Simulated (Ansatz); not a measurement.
The cluster SnGe3⁺. The state is a doublet with charge 1. Geometry PBE-D4/def2-SVP, basis def2-TZVP, Ansatz.

```xyz
4

Ge   -0.270    1.432   -1.431
Ge   -1.008   -0.733   -0.673
Ge    0.084   -1.568    1.306
Sn    1.194    0.868    0.798
```

```
run  HOMO (eV)  LUMO (eV)
  A     -12.76      -7.03
  B     -10.32      -9.19
  C      -9.94      -9.27
  D     -10.90      -8.66
  E     -10.53      -9.00
```

In the def2 sets Sn takes a core potential; there is no spin–orbit coupling. HSE06 is defined as in plane-wave codes, on full-range PBE exchange. Another isomer (doublet) lies 0.14 eV lower at PBE0-D4/def2-TZVP; other spin states weren't run for this one.

HOMO and LUMO are taken over both spins.

Question: The runs used HSE06, PBE, PBE0, r2SCAN, ωB97X-V. Estimate which is which.

Answer: A ωB97X-V (range-separated); B r2SCAN (0 % exact exchange); C PBE (0 % exact exchange); D PBE0 (25 % exact exchange); E HSE06 (range-separated). Exact exchange lowers occupied and raises empty levels; among semilocal functionals meta-GGAs tend to open the gap a little, and such runs are hard to tell apart. The gap grows from 0.67 eV (PBE) to 5.73 eV (ωB97X-V).
